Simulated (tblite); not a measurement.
Species: C4H10FNSi2.
SMILES with atom numbers: `[N:1]#[C:2][CH2:3][SiH2:4][CH2:5][C@H:6]([F:7])[SiH3:8]` (hydrogens: H9, H10 on C3; H11, H12 on Si4; H13, H14 on C5; H15 on C6; H16, H17, H18 on Si8)

A start from a force field or distance geometry was refined with GFN2-xTB geometry optimisation, gas phase (tblite). Values at the start:

```csv
coordinate,start
N1≡C2,1.155 Å
C2–C3,1.470 Å
C3–Si4,1.866 Å
C3–H9,1.092 Å
C3–H10,1.105 Å
Si4–C5,1.879 Å
Si4–H11,1.476 Å
Si4–H12,1.489 Å
C5–C6,1.523 Å
C5–H13,1.094 Å
C5–H14,1.091 Å
C6–F7,1.363 Å
C6–Si8,1.885 Å
C6–H15,1.086 Å
Si8–H16,1.489 Å
N1–C2–C3,178.7°
C2–C3–Si4,111.7°
C3–Si4–C5,111.8°
Si4–C5–C6,114.7°
C5–C6–F7,107.6°
C5–C6–Si8,115.7°
F7–C6–Si8,107.5°
C2–C3–Si4–C5,63°
C3–Si4–C5–C6,65°
Si4–C5–C6–F7,-63°
```

How do these coordinates change at the GFN2-xTB level?

```csv
coordinate,GFN2-xTB (Å or °),change
C3–Si4,1.921,+0.055
C2–C3,1.427,-0.043
C6–Si8,1.922,+0.037
C6–F7,1.400,+0.037
Si4–C5,1.909,+0.030
Si8–H16,1.460,-0.029
Si4–H12,1.465,-0.024
C3–H10,1.090,-0.015
C6–H15,1.097,+0.011
Si4–H11,1.466,-0.010
N1≡C2,1.145,-0.010
C5–H13,1.089,-0.005
C5–H14,1.092,+0.001
C3–H9,1.091,-0.001
C5–C6,1.522,-0.001
C3–Si4–C5,108.5,-3.3
Si4–C5–C6,112.4,-2.3
C2–C3–Si4,109.9,-1.8
C5–C6–Si8,114.4,-1.3
C5–C6–F7,108.7,+1.1
N1–C2–C3,177.8,-0.9
F7–C6–Si8,107.8,+0.3
Si4–C5–C6–F7,-43,+20
C3–Si4–C5–C6,82,+17
C2–C3–Si4–C5,57,-6
```

The energy falls by 4.9 kcal/mol over 123 L-BFGS steps, the largest force on an atom goes from 1.63 to 0.009 eV/Å, and the atoms move by 0.413 Å rms after alignment. The bond that changes most is C3–Si4 (sp3 carbon bound to silicon to SiH2 silicon), which lengthens by 0.055 Å. Bonds longer at the end by more than 0.005 Å: 5 of 17; shorter: 8. Among the dihedrals that turn most is H12–Si4–C5–H14, from -179° to -159°. Rotational constants go from 2336, 706.9, 624.7 to 2120, 739.8, 655.7 MHz.

Its GFN2-xTB frequencies are all real (lowest 24 cm⁻¹). One conformer, not necessarily the lowest.

These are computed values.
